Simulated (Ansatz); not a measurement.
A search over several starts for the lowest SCF solution of Ru₄ at the given spin, in a small basis.

```yaml
crystal:
  periodic: [false, false, false]
  atoms:
    - {symbol: Ru, position_ang: [0.244715, -0.531715, -1.359670]}
    - {symbol: Ru, position_ang: [0.296561, 1.440179, -0.171138]}
    - {symbol: Ru, position_ang: [0.770099, -0.940870, 0.844574]}
    - {symbol: Ru, position_ang: [-1.311374, 0.032417, 0.686224]}
basis:
  gaussian: {orbitals: def2-SVP, initial_orbitals: start.molden}
magnetization: {spin_polarized: true, initial_magnetization: 4}
hamiltonian: {xc: pbe0, dispersion: d4}
output: {orbitals: {seedname: orbitals}}
```

The file start.molden holds the orbitals of an earlier run on this structure, at another level or in another basis.

```sh
$ ansatz run in.yaml --threads 4 --pin off --events-out ev --progress --plain --max-ram 3916MiB
```

It prints (some lines left out):

```
Functional definition: PBE0
1328 factors; integrals over basis functions are off by at most 2.3e-4 eV
mean field evaluation 1: about -10321.7572 eV, gradient 5.3e-1 eV
mean field evaluation 2: about -10322.0491 eV, gradient 3.1e-4 eV
mean field evaluation 4: about -10322.0491 eV, gradient 2.2e-5 eV
mean field evaluation 8: about -10322.0491 eV, gradient 1.2e-5 eV
mean field evaluation 16: about -10321.6248 eV, gradient 2.5e0 eV
mean field evaluation 32: about -10322.0491 eV, gradient 1.5e-2 eV
mean field evaluation 64: about -10134.0485 eV, gradient 1.2e2 eV
mean field evaluation 96: about -10156.7833 eV, gradient 7.5e1 eV
mean field evaluation 128: about -10124.8339 eV, gradient 1.1e2 eV
mean field evaluation 160: about -10166.7285 eV, gradient 1.1e2 eV
mean field evaluation 192: about -10114.9758 eV, gradient 1.0e2 eV
mean field evaluation 224: about -10321.6320 eV, gradient 1.1e-1 eV
mean field evaluation 256: about -10297.1304 eV, gradient 6.8e1 eV
mean field evaluation 288: about -10321.7270 eV, gradient 1.7e-3 eV
mean field evaluation 320: about -10321.7275 eV, gradient 3.1e-5 eV
mean field -10322.04909427 eV, -379.3283076783 hartree, gradient 6.2e-6 eV, S^2 6.560316; 11 other end points of the search recorded, 0 dependent functions left out
reference -10322.04912412 eV, -379.3283087752 hartree; 34, 30 occupied and 90, 94 virtual orbitals, 1328 factors
Total energy: -10322.27929260 eV, -379.3367673109 hartree
```

It took 91 s on 4 threads of Arm Neoverse V2 on a shared host, peak host memory 0.65 GiB.

In the def2 sets Ru takes a core potential; there is no spin–orbit coupling. The charge 0 quintet is spin-contaminated (final ⟨S²⟩ up to 6.56, 6.00 for a pure state). At PBE0-D4/def2-TZVP a broken-symmetry singlet of charge 0 lies 0.13 eV below the quintet, each at its own geometry. The structure comes from a short search, and lower isomers may exist.
